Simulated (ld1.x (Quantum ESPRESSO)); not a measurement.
thallium (Tl), TM semilocal: configuration errors across variants

```json
{"Element": "Tl", "Generator": "ld1.x (Quantum ESPRESSO) 7.5", "Type": "norm-conserving Troullier–Martins (semilocal form)", "Functional": "PW91", "Relativity": "scalar-relativistic", "Frozen core": "[Kr] 4d10 4f14", "Valence charge": "21", "Reference configuration": "5s2 5p6 5d10 6s1 6p0 (charge +2)", "Partial waves": "5p (bound): rc 1.70 bohr; 5d (bound): rc 2.20 bohr; 5s (bound): rc 1.00 bohr", "Local potential": "the s channel", "Core correction": "none"}
```

Occupied shells without a wave of their own: 6s. They enter only through the test configuration that unscreens the potential.

All-electron excitation energies from the reference (eV): (1) 5s2 5p6 5d10 6s2 6p1 -26.100; (2) 5s2 5p6 5d10 6s2 6p0 -20.876; (3) 5s2 5p6 5d10 6s0 6p0 30.251; (4) 5s2 5p6 5d10 6s2 6p0.5 -24.226; (5) 5s2 5p6 5d10 6s1 6p1 -12.570; (6) 5s2 5p6 5d9 6s2 6p2 -11.389; (7) 5s2 5p6 5d9 6s0 6p0 82.122.

A semilocal file is local in each channel, so a ghost entry of none says nothing of the separable form that plane-wave codes build from it.

For the base: The 6s level has no wave, so the channel is fitted at the deeper level alone: the likely source of the large errors.

The file “base” misses its own reference levels by 0.4 eV. The file “wave 5d (bound): rc 2.20 bohr becomes 5d (bound): rc 1.38 bohr” misses its own reference levels by 0.4 eV. The file “wave 5d (bound): rc 2.20 bohr becomes 5d (bound): rc 1.84 bohr” misses its own reference levels by 0.4 eV. The file “wave 5d (bound): rc 2.20 bohr becomes 5d (bound): rc 2.04 bohr” misses its own reference levels by 0.4 eV. The file “wave 5d (bound): rc 2.20 bohr becomes 5d (bound): rc 2.30 bohr” misses its own reference levels by 0.4 eV. The file “wave 5d (bound): rc 2.20 bohr becomes 5d (bound): rc 2.46 bohr” misses its own reference levels by 0.4 eV. The file “wave 5d (bound): rc 2.20 bohr becomes 5d (bound): rc 2.66 bohr” misses its own reference levels by 0.4 eV. The file “wave 5d (bound): rc 2.20 bohr becomes 5d (bound): rc 2.92 bohr” misses its own reference levels by 0.4 eV. The file “wave 5d (bound): rc 2.20 bohr becomes 5d (bound): rc 3.06 bohr” misses its own reference levels by 0.4 eV. The file “wave 5d (bound): rc 2.20 bohr becomes 5d (bound): rc 3.26 bohr” misses its own reference levels by 0.4 eV.

Errors AE − PS in meV (a dash: test not solved or not reliable):

| change | (1) | (2) | (3) | (4) | (5) | (6) | (7) | bound ghosts |
| --- | --- | --- | --- | --- | --- | --- | --- | --- |
| base | +725 | +321 | -441 | +568 | +698 | +1632 | -574 | none |
| wave 5d (bound): rc 2.20 bohr becomes 5d (bound): rc 1.38 bohr | +726 | +322 | -438 | +569 | +698 | +1620 | -558 | none |
| wave 5d (bound): rc 2.20 bohr becomes 5d (bound): rc 1.84 bohr | +726 | +322 | -438 | +569 | +698 | +1621 | -557 | none |
| wave 5d (bound): rc 2.20 bohr becomes 5d (bound): rc 2.04 bohr | +726 | +322 | -439 | +569 | +698 | +1624 | -563 | none |
| wave 5d (bound): rc 2.20 bohr becomes 5d (bound): rc 2.30 bohr | +723 | +320 | -443 | +567 | +697 | +1640 | -583 | none |
| wave 5d (bound): rc 2.20 bohr becomes 5d (bound): rc 2.46 bohr | +719 | +317 | -448 | +563 | +696 | +1659 | -597 | none |
| wave 5d (bound): rc 2.20 bohr becomes 5d (bound): rc 2.66 bohr | +710 | +312 | -458 | +556 | +694 | +1684 | -609 | none |
| wave 5d (bound): rc 2.20 bohr becomes 5d (bound): rc 2.92 bohr | +687 | +299 | -480 | +537 | +687 | +1721 | -605 | none |
| wave 5d (bound): rc 2.20 bohr becomes 5d (bound): rc 3.06 bohr | +668 | +290 | -495 | +522 | +681 | +1736 | -587 | none |
| wave 5d (bound): rc 2.20 bohr becomes 5d (bound): rc 3.26 bohr | +643 | +278 | -513 | +503 | +673 | +1744 | -553 | none |

Question: Give the same row for: wave 5d (bound): rc 2.20 bohr becomes 5d (bound): rc 1.60 bohr.

Answer: +726, +322, -438, +569, +698, +1620, -556; bound ghosts: none.
